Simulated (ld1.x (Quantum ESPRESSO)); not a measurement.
Cr (Z = 24), ultrasoft: configuration errors across variants

Cr, ultrasoft, made with ld1.x (Quantum ESPRESSO) 7.5 (PBEsol, scalar-relativistic). Core [Ar], reference 3d5 4s1 4p0. Waves: 4s (bound): rcut 2.35, rcutus 2.45 bohr; 4s channel at 0.1 Ry: rcut 2.35, rcutus 2.45 bohr; 4p (bound, empty): rcut 2.60, rcutus 3.45 bohr; 4p channel at 0.85 Ry: rcut 2.60, rcutus 3.45 bohr; 3d (bound): rcut 1.30, rcutus 1.75 bohr; 3d channel at 0.25 Ry: rcut 1.30, rcutus 1.75 bohr. Local part: all-electron potential smoothed inside 1.60 bohr (lloc = -1). Core correction: none. Augmentation charge: built from norm-conserving waves at rcut, not smoothed further.

All-electron excitation energies from the reference (eV): (1) 3d5 4s0 4p0 6.873; (2) 3d4 4s0 4p0 22.887; (3) 3d3 4s0 4p0 53.592; (4) 3d2 4s0 4p0 101.910; (5) 3d6 4s0 4p0 1.727; (6) 3d5.5 4s0.5 4p0 0.723.

The overlap operator is not positive definite (basis up to 400 Ry) in “all radii scaled by about 1.33 (s 3.26, p 4.58, d 2.32 bohr, rcut 3.12/3.46/1.72); local potential all-electron potential smoothed inside 2.12 bohr (lloc = -1)”. Such files are unfit for use, however small their errors in these radial tests.

2 further variants failed, have other tests or too few solved ones, and are left out.

A true bound ghost makes a file unfit for plane-wave use even where its test errors are small: the radial tests pick states by their node count and pass the ghost by.

Errors AE − PS in meV (a dash: test not solved or not reliable):

```csv
change,(1),(2),(3),(4),(5),(6),bound ghosts
base,-7.3,+50,-163,-1002,-34,-11,s
"all radii scaled by about 1.27 (s 3.12, p 4.38, d 2.22 bohr, rcut 2.98/3.30/1.66); local potential all-electron potential smoothed inside 2.04 bohr (lloc = -1)",-3.7,+32,-184,-833,-24,–,none
"all radii scaled by about 1.33 (s 3.26, p 4.58, d 2.32 bohr, rcut 3.12/3.46/1.72); local potential all-electron potential smoothed inside 2.12 bohr (lloc = -1)",-2.6,+21,-187,-737,-17,–,not determined (overlap not positive)
```

Give the same row for: all radii scaled by about 1.14 (s 2.78, p 3.92, d 2.00 bohr, rcut 2.68/2.96/1.48); local potential all-electron potential smoothed inside 1.82 bohr (lloc = -1).

-5.9, +46, -164, -921, -31, –; bound ghosts: none.
